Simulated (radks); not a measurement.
The numbers below are computed, except where a source is named.
Fractional charge and spin in the 6s shell of samarium: the spin-up occupation runs from 0 to 1 and the spin-down occupation from 0 to 1; the fullest corner is Sm, [Xe] 4f(up 3, down 3) 6s(up 1, down 1). Level of theory: scalar-relativistic Kohn-Sham, PBE, spin-polarised, spherical densities, finite nucleus; Fermi nuclear charge, rms radius of each element as measured or else 0.836 A^(1/3) + 0.57 fm (a radial shooting solver on a logarithmic mesh with Libxc functionals). Energy (eV) minus the two flat planes that join the four corners (they meet along the diagonal where the two added fractions sum to one electron); zero is where a piecewise linear energy would lie.

\begin{tabular}{lrrrrr}
down \ up & 0 & 0.25 & 0.5 & 0.75 & 1 \\ \hline
0 & 0.000 & -0.487 & -0.644 & -0.478 & 0.000 \\
0.25 & -0.487 & -0.594 & -0.386 & 0.131 & -0.421 \\
0.5 & -0.644 & -0.386 & 0.174 & -0.338 & -0.558 \\
0.75 & -0.478 & 0.131 & -0.338 & -0.518 & -0.415 \\
1 & 0.000 & -0.421 & -0.558 & -0.415 & 0.000 \\
\end{tabular}

Corners above the fullest one (they belong to Sm+ and the next ion): (up 1, down 0) 5.772 eV, (up 0, down 1) 5.772 eV, (up 0, down 0) 17.034 eV. With half an added electron in each spin the energy lies 0.174 eV from the planes, and with half an added electron in spin up alone -0.644 eV. The planes are only a guide here: the flat-plane condition holds for ground states with one frontier orbital, while this shell lies below other occupied shells, so the corners above the fullest one are inner-hole states and not the ground states of those ions.
